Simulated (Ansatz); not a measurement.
Geometry optimisation, RKS BLYP-D4/def2-SVP in Ansatz.

Input file:

```yaml
crystal:
  periodic: [false, false, false]
  atoms:
    - { symbol: W, position_ang: [-0.153513, -0.146287, -0.13137] }
    - { symbol: F, position_ang: [-0.01405, -0.085889, 1.727513] }
    - { symbol: F, position_ang: [1.699844, -0.251271, -0.302973] }
    - { symbol: F, position_ang: [-0.186793, 1.718351, -0.21832] }
    - { symbol: F, position_ang: [-2.02293, -0.147774, 0.014758] }
    - { symbol: F, position_ang: [-0.219809, -2.018599, -0.046427] }
    - { symbol: F, position_ang: [-0.306507, -0.218263, -1.993665] }
    - { symbol: S, position_ang: [2.150419, 2.166986, 1.482881] }
    - { symbol: H, position_ang: [3.224779, 1.502843, 1.997536] }
    - { symbol: H, position_ang: [1.288161, 1.484302, 2.321567] }
basis:
  gaussian: { orbitals: def2-SVP }
hamiltonian:
  xc: blyp
  dispersion: d4
relax:
  f_tol: 0.03
  max_steps: 50
output:
  orbitals: {}
```

Command:

```bash
$ ansatz run input.yaml --threads 4 --pin off --max-ram 5120MiB --backend cpu --events-out ev --progress --plain --runs-dir out
```

**Question.** Where does it end, and by what steps?

**Answer.** The forces met the threshold. The force dipped under the threshold on the way, but the program's further checks kept it going. After 15 steps the energy has fallen by 0.206 eV; H10 moved furthest, 0.69 Å.

| step | energy less start (eV) | largest force component (eV/Å) | accepted |
| --- | --- | --- | --- |
| 0 | 0.0000 | 0.695 | yes |
| 1 | -0.1312 | 0.393 | yes |
| 2 | -0.1803 | 0.382 | yes |
| 3 | -0.1891 | 0.192 | yes |
| 4 | -0.1966 | 0.054 | yes |
| 5 | -0.1987 | 0.124 | yes |
| 6 | -0.2024 | 0.021 | yes |
| 7 | -0.1984 | 0.407 | no |
| 8 | -0.2035 | 0.125 | yes |
| 9 | -0.2043 | 0.093 | yes |
| 10 | -0.2046 | 0.113 | yes |
| 11 | -0.2054 | 0.108 | yes |
| 12 | -0.2060 | 0.007 | yes |
| 13 | -0.2062 | 0.008 | yes |
| 14 | -0.2061 | 0.089 | no |
| 15 | -0.2063 | 0.029 | yes |

```xyz
10
Properties=species:S:1:pos:R:3
W -0.241 -0.185 -0.220
F -0.183 0.060 1.637
F 1.630 -0.126 -0.278
F -0.325 1.662 -0.477
F -2.109 -0.264 -0.151
F -0.163 -2.039 0.033
F -0.293 -0.449 -2.071
S 2.357 2.402 1.998
H 3.092 1.359 1.515
H 1.696 1.584 2.865
```

Whether the end is a true minimum wasn't checked by a vibrational analysis.

Run time: 37 s on 4 threads of Arm Neoverse V2, on a shared host, peak memory 0.22 GiB.
